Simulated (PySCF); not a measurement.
GaFClBr, SMILES [Ga]([Br])([F])[Cl].

The structure is a stationary point at PBE0-D3(BJ)/def2-SVP. The structure was generated by enumeration; whether it is a known compound was not checked.

Two levels are set side by side: TDA-PBE/def2-SVPD (PySCF) and TDA-M06-2X/def2-SVPD (PySCF). Vertical, same geometry. The lowest singlet is HOMO→LUMO 99 % with PBE and HOMO→LUMO 94 % with the other functional; states are paired by order. Differences are taken from unrounded values.

```
quantity                               TDA-PBE
-------------------------------------  -------
lowest singlet excitation (eV)            4.86
lowest triplet excitation (TDA) (eV)      4.51
first bright state (f over 0.05) (eV)     6.53
its oscillator strength                   0.14
```

Problem. These are the TDA-PBE values. What does TDA-M06-2X give? (Estimate from the structure and the level; the computed values follow.)

Solution. 
| quantity | TDA-M06-2X | TDA-PBE minus TDA-M06-2X |
|---|---|---|
| lowest singlet excitation (eV) | 5.97 | -1.11 |
| lowest triplet excitation (TDA) (eV) | 5.60 | -1.10 |
| first bright state (f over 0.05) (eV) | 8.12 | -1.59 |
| its oscillator strength | 0.51 | -0.37 |

A lower first singlet is the usual sign of a functional without exact exchange. Differences between two approximate levels are no errors against the true value.

Rough cost on one machine, each run with all the roots and properties that it gave: TDA-M06-2X against TDA-PBE about 6 times.
